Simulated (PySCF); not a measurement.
PySCF input:

```python
from pyscf import gto, scf, dft

mol = gto.M(
    atom='''
    B     0.06282170   -0.01131357    0.00336191
    C     1.57518112   -0.28367465    0.08429595
    C    -0.46616844    1.46490148   -0.12543630
    C    -0.95699035   -1.20860456    0.04927583
    H     1.99279569   -1.27959075    0.20472041
    H     2.32324980    0.50231335    0.02625314
    H     0.26610796    2.17712213   -0.51143862
    H    -0.73908119    1.81083433    0.88191038
    H    -1.38176005    1.54044172   -0.71825706
    H    -1.89771850   -0.94983985    0.54275548
    H    -1.22750386   -1.45667168   -0.98715235
    H    -0.56233238   -2.12377503    0.49558614
    ''',
    basis='def2-tzvpd',
    charge=0,
    spin=1,
    verbose=4,
)

mf = dft.UKS(mol, xc='m062x').density_fit(auxbasis='def2-universal-jkfit')
mf.grids.level = 4
mf.conv_tol = 1e-9
mf.max_cycle = 100
mf.max_memory = 1500
mf.kernel()
if not mf.converged:
    mf = mf.newton()
    mf.kernel(mf.make_rdm1())
for _ in range(2):
    mo, _, stable, _ = mf.stability(return_status=True)
    if stable:
        break
    mf.kernel(mf.make_rdm1(mo, mf.mo_occ))
mf.analyze()
```

Problem. What final total energy does it print?

Solution. -143.91600 Eh (M06-2X/def2-TZVPD).

It need not be the lowest isomer of its formula.
